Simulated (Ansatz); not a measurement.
The cluster Be₂Se₂⁺. The state is a doublet with charge 1. Geometry PBE0-D4/def2-TZVP, basis def2-TZVP, Ansatz.

```
atom    x (Å)    y (Å)    z (Å)
 Be1   1.1500  -0.7436   0.4960
 Be2  -1.3284   0.3866   0.4523
 Se3   0.5641   1.2375   0.0149
 Se4  -0.3857  -0.8805  -0.9632
```

| run | HOMO (eV) | LUMO (eV) |
| --- | --- | --- |
| A | -9.63 | -9.08 |
| B | -9.82 | -9.36 |
| C | -10.51 | -8.69 |
| D | -9.99 | -9.30 |
| E | -10.38 | -8.65 |

Another isomer (doublet) lies 2.13 eV lower at PBE0-D4/def2-TZVP; other spin states weren't run for this one.

HOMO and LUMO are taken over both spins.

Q: The runs used B97M-V, PBE, PBE0, r2SCAN, r2SCAN0. Estimate which is which.

A: A B97M-V (0 % exact exchange); B PBE (0 % exact exchange); C r2SCAN0 (25 % exact exchange); D r2SCAN (0 % exact exchange); E PBE0 (25 % exact exchange). Exact exchange lowers occupied and raises empty levels; among semilocal functionals meta-GGAs tend to open the gap a little, and such runs are hard to tell apart. The gap grows from 0.46 eV (PBE) to 1.82 eV (r2SCAN0).
